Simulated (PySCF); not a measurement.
Species: BrClFGeH.
Structure used (PBE0-D3(BJ)/def2-SVP), in Å, numbered top down from 1:
```xyz
5
BrClFGeH angstrom
F      0.3940    1.0559   -1.3331
Ge    -0.0384    0.1290    0.0576
Cl    -1.6627   -1.1274   -0.5142
Br     1.7640   -1.1465    0.6006
H     -0.4369    1.0855    1.1774
```

Level of theory: PySCF, TDDFT PBE0/def2-SVPD, vertical, gas phase, core orbitals frozen in the response. The PBE0/def2-SVPD calculation is non-relativistic and has no spin–orbit coupling, an omission that weighs most on bromine and germanium.

Ground-to-excited transition dipoles (e·a0, same axes as the geometry; the sign carries no meaning), for the states with f of 0.002 or more among the lowest 8:

```json
{"state": "S1", "E (eV)": "6.086", "μx": "-0.314", "μy": "-0.157", "μz": "-0.118"}
{"state": "S2", "E (eV)": "6.135", "μx": "-0.027", "μy": "0.106", "μz": "0.228"}
{"state": "S3", "E (eV)": "6.800", "μx": "-0.353", "μy": "0.309", "μz": "0.136"}
{"state": "S4", "E (eV)": "6.958", "μx": "0.125", "μy": "-0.201", "μz": "0.192"}
{"state": "S6", "E (eV)": "7.621", "μx": "0.044", "μy": "-0.058", "μz": "0.090"}
{"state": "S7", "E (eV)": "7.725", "μx": "-0.033", "μy": "-0.172", "μz": "0.051"}
{"state": "S8", "E (eV)": "7.829", "μx": "-0.128", "μy": "0.041", "μz": "0.119"}
```

(1) Work out the oscillator strengths.

(2) Which bond between heavy atoms lies closest to the direction of the S3 transition dipole?

(3) What angle do the transition dipoles of S1 and S3 make?

(4) What peak molar absorption coefficient would the strongest computed level give as a lone Gaussian band 0.4 eV wide at half height?

Results:

(1) f = (2/3) ΔE |μ|² with ΔE in hartree (27.2114 eV).

```tsv
state	|μ|² (au)	|μ| (D)	f
S1	0.137	0.94	0.020
S2	0.064	0.64	0.010
S3	0.238	1.24	0.040
S4	0.093	0.78	0.016
S6	0.014	0.30	0.003
S7	0.033	0.46	0.006
S8	0.032	0.46	0.006
```

(2) Ge2–Br4, at 31° from it; next Ge2–Cl3 at 84°.

(3) |cos θ| = |μa·μb| / (|μa| |μb|) = 0.26, so θ ≈ 75° (taken between 0 and 90°, since the signs are arbitrary).

(4) ε(max) = 2.175×10⁸ f / FWHM, with the width in cm⁻¹. S3: 2.175×10⁸ × 0.0397 / 3226 ≈ 2700 L mol⁻¹ cm⁻¹.

The vertical ionisation energy (ΔSCF) is 11.40 eV, 3.57 eV above S8.
